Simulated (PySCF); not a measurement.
C₅H₃F₂O (doublet state).
Geometry (GFN2-xTB, Å), atoms numbered from 1 in this order:
```xyz
11
C5H3F2O angstrom
C     -2.5821   -0.1072    0.0574
O     -1.2925   -0.4971    0.1544
C     -0.3057    0.3672    0.3809
F     -0.6630    1.6806    0.4448
C      0.9628    0.0248    0.5392
C      2.0631   -0.9865    0.6100
C      2.3518    0.2885    0.7608
F      3.2492    1.2106    0.9683
H     -3.2534   -0.8961   -0.2046
H     -2.8501    0.9300    0.0465
H      2.3253   -2.0121    0.5602
```

The hyperfine couplings belong to this conformer and change with its torsions.

The species is `[CH2]O/C(F)=C1C=C\1F` [radical].

Computed with UKS B3LYP, pcH-1 on C F H O, non-relativistic, mean-field spin-orbit, GIAO (PySCF 2.14.0). One conformer (not necessarily the lowest) at the GFN2-xTB geometry, without solvent, vibrations or thermal averaging. Couplings are sensitive to structure, and on GFN2-xTB geometries they can be far from those on DFT ones. Stability of the SCF solution: not tested.

**Question.** Where do the isotropic ENDOR lines of C1, C3, C5, C7, C6, F4, F8, H10, H9 and H11 fall at 339.9 mT, to first order?

**Answer.** For S = 1/2 in fast tumbling each set of equivalent nuclei gives two lines, ν± = |νn ± a/2| to first order, with νn = g_N μN B/h and μN/h = 7.62259 MHz/T.

```tsv
nuclei	isotope	g_N	νn (MHz)	a_iso (MHz)	lower line (MHz)	upper line (MHz)
C1	13C	1.4048	3.64	90.81	41.77	49.04
C3	13C	1.4048	3.64	-16.11	4.42	11.70
C5	13C	1.4048	3.64	11.57	2.15	9.42
C7	13C	1.4048	3.64	-8.12	0.42	7.70
C6	13C	1.4048	3.64	3.46	1.91	5.37
F4	19F	5.2577	13.62	-12.31	7.47	19.77
F8	19F	5.2577	13.62	-6.54	10.35	16.89
H10	1H	5.5857	14.47	-58.43	14.74	43.69
H9	1H	5.5857	14.47	-57.60	14.33	43.27
H11	1H	5.5857	14.47	-5.39	11.78	17.17
```

The rows for 13C, of low natural abundance, apply to labelled samples.

**Question.** Which pairs are centred on the nuclear Larmor frequency, and which on half the coupling?

**Answer.** Centred on νn, since |a| < 2νn: C6, F4, F8 and H11. Centred on |a|/2 and split by 2νn: C1, C3, C5, C7, H10 and H9.

**Question.** At what field would the lower line of H9 fall to zero frequency?

**Answer.** Where νn = |a|/2, that is B = 28.80 MHz/(5.5857 × 7.62259 MHz/T) = 676 mT, as far as first order holds there.

H9 and H10 aren't averaged: C1 is flat or nearly so (angle sum 359°), and its turn about the short C1–O2 bond (1.35 Å) is taken as slow.
